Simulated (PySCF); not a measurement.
Gas-phase reaction: CrO₃ + 3 F₂O = CrO₂F₂ + 4 FO

Computed with PySCF and rigid-rotor harmonic-oscillator thermochemistry at 1 bar. S°(298 K) at PBE0/def2-TZVP differs from the NASA 1993 table for CrO₃ (+11 J/mol/K); whether the harmonic model or the table's entry is off was not settled. † marks an energy on the PBE0/def2-TZVP geometry and frequencies; other levels use their own. MP2 freezes the core. 6-31G* has spherical d functions here. Open shells (unrestricted): FO (multiplicity 2, electronic degeneracy 4); the rest are closed-shell singlets. Spin-orbit splitting is ignored; it lowers the true energy and changes the entropy of FO. B3LYP is the form with VWN-RPA correlation. MP2 isn't extrapolated to the basis-set limit; its ΔH°(298 K) is -210.7 kJ in def2-SVP and -120.7 kJ in def2-TZVPP. The harmonic model lacks anharmonicity and excited electronic states, which grow with temperature; levels with a mode under 35 cm⁻¹ are left out. Strong static correlation: CrO₃.

```tsv
level	ΔE electronic, kJ	ΔH°(298 K), kJ	ΔS°(298 K), J/K	ΔG°(1400 K), kJ
B3LYP/6-31G*	-242	-245	152	-464
HF/6-31G*	-655	-665	152	-889
HF/def2-TZVP†	-649	-654	155	-877
MP2/def2-SVP†	-206	-211	155	-434
PBE0/def2-TZVP	-222	-227	155	-450
ωB97X-V/def2-TZVP†	-217	-222	155	-446
```
ΔH° is lowest at HF/6-31G* and highest at MP2/def2-SVP†. No reference value is set beside these.
